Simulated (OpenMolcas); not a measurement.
**3s2 3p along the 13-electron sequence**

| Property | Result |
| --- | --- |
| Program | OpenMolcas 26.06 |
| Method | MS-CASPT2, IPEA 0.25 Eh, imaginary shift 0.1 Eh |
| Basis | ANO-RCC-VTZP |
| Scalar Hamiltonian | DKH2, point nucleus |
| Spin-orbit coupling | RASSI with atomic mean-field integrals over the reference wave functions, term energies averaged over their components |

Active space for each ion: 3 electrons in 8 orbitals (3s 3p 4s 4p); closed shells correlated by CASPT2: 2s 2p.

Computed levels in cm-1 above 2P* 1/2:

| Level | Si+ | P2+ | S3+ | Cl4+ | Ar5+ |
| --- | --- | --- | --- | --- | --- |
| 2P* 3/2 | 263 | 492 | 839 | 1361 | 2040 |
| weight of 2P* in the lowest level (%) | 100 | 100 | 100 | 100 | 100 |

Measured, with the error of the calculation in %. Measured levels: Si+ from NIST Handbook of Basic Atomic Spectroscopic Data; P2+ from Martin, Zalubas and Musgrove, J. Phys. Chem. Ref. Data 14, 751 (1985); S3+ from NIST levels in Podobedova, Kelleher and Wiese, J. Phys. Chem. Ref. Data 38, 171 (2009); Ar5+ from Saloman, J. Phys. Chem. Ref. Data 39, 033101 (2010).

```
  Level         Si+          P2+          S3+         Ar5+
2P* 3/2  287 (-8.3)  559 (-12.0)  951 (-11.8)  2208 (-7.5)
```

The fine-structure level 2P* 3/2 changes by a factor of 7.76 from Si+ to Ar5+. Its fourth root runs 4.03, 4.71, 5.38, 6.07, 6.72, with steps per unit of Z of 0.68, 0.67, 0.69, 0.65; equal steps would mean a (Z - σ)^4 law with constant σ.

Over all roots computed the reference weight is 0.89 to 0.99 in Si+, 0.86 to 0.99 in P2+, 0.88 to 0.99 in S3+, 0.89 to 0.99 in Cl4+, 0.90 to 0.99 in Ar5+; the roots of lowest weight are the least certain, and an intruder state may touch them. The run also gave levels led by 3s 3p 4s, 3s2 4p, which use shells meant for correlation; these and all levels above them are left out (holds for Si+). The run also gave levels led by 3s2 4p, which use shells meant for correlation; these and all levels above them are left out (holds for P2+). Active for correlation alone: 4p 4s; no level in the range computed is led by a configuration that fills them, so any true level of that kind is missing (holds for S3+; Cl4+; Ar5+). Measured partners are found by configuration, term and J. A level has none where our copy of the source lacks it or the pairing is in doubt (some pairs that miss far off the trend of their configuration count as doubtful), and it then counts in no deviation. Levels of configurations outside the active space are missing.

* marks odd parity.
